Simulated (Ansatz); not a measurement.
Species: CH2Cl, charge 1, multiplicity 1. 
Structure (B3LYP-D3(BJ)/def2-TZVP (Ansatz, a quantum-chemistry and plane-wave program) minimum search):
```xyz
4

C     -1.0411     0.0044    -0.0059
Cl     0.5527    -0.0023     0.0031
H     -1.5701     0.9565    -0.0356
H     -1.5783    -0.9433     0.0178
```
Charge +1, spin multiplicity 1.

Parts of the frozen-core correlation energy in STO-3G (Ansatz, hartree). Frozen orbitals: 6; correlated occupied orbitals by spin: 6 and 6; virtual: 4 and 4. No spin-orbit coupling. No relativistic terms.

| term | value |
|---|---|
| reference (HF) | -492.77572 |
| MP2 opposite-spin | -0.06192 |
| MP2 same-spin | -0.01225 |
| CCSD correlation | -0.09411 |
| (T) | -0.00354 |
| FCI minus CCSD(T) | -0.00050 |
| T1 diagnostic | 0.031 |
| largest doubles amplitude | 0.128 |
